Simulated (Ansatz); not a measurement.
Geometry optimisation, Ansatz 0.2.0, RHF/def2-SVP.

input.yaml

```yaml
crystal:
  periodic: [false, false, false]
  atoms:
    - { symbol: Al, position_ang: [-0.083831, -0.207555, 0.000268] }
    - { symbol: O, position_ang: [-0.458094, -0.082492, 1.708008] }
    - { symbol: Si, position_ang: [-1.360355, -0.514508, 3.009506] }
    - { symbol: H, position_ang: [-2.461586, -1.42414, 2.60931] }
    - { symbol: H, position_ang: [-0.520852, -1.204668, 4.016668] }
    - { symbol: H, position_ang: [-1.943104, 0.697575, 3.63237] }
    - { symbol: H, position_ang: [1.41862, -0.423318, -0.389294] }
    - { symbol: H, position_ang: [-1.292858, -0.231609, -1.001419] }
    - { symbol: F, position_ang: [0.313962, 2.506363, 0.88308] }
    - { symbol: H, position_ang: [0.133598, 2.043553, 1.648204] }
basis:
  gaussian: { orbitals: def2-SVP }
hamiltonian:
  xc: hf
relax:
  f_tol: 0.03
  max_steps: 50
```

Run as:

```bash
$ ansatz run input.yaml --threads 1 --pin off --max-ram 2048MiB --backend cpu --events-out ev --progress --plain --runs-dir out
```

**Question.** Where does it end, and by what steps?

**Answer.** The forces met the threshold. After 9 steps the energy has fallen by 0.279 eV; F9 moved furthest, 0.56 Å. Joined: Al1–F9 (2.88 → 2.07 Å).

```tsv
step	energy less start (eV)	largest force component (eV/Å)	accepted
0	0.0000	0.927	yes
1	-0.0916	0.489	yes
2	-0.1988	0.684	yes
3	-0.2459	0.311	yes
4	-0.2604	0.299	yes
5	-0.2673	0.309	yes
6	-0.2724	0.175	yes
7	-0.2753	0.171	yes
8	-0.2781	0.053	yes
9	-0.2790	0.026	yes
```

```xyz
10
Properties=species:S:1:pos:R:3
Al -0.046 0.067 0.105
O -0.653 0.129 1.737
Si -1.370 -0.519 3.058
H -2.429 -1.478 2.665
H -0.382 -1.232 3.901
H -1.981 0.561 3.868
H 1.393 -0.537 -0.098
H -1.110 0.156 -1.051
F 0.339 2.057 0.543
H -0.015 1.955 1.389
```

Whether the end is a true minimum wasn't checked by a vibrational analysis.

The run took 17 s on 1 thread of Arm Neoverse V2, with other jobs on the host, peak memory 0.17 GiB.
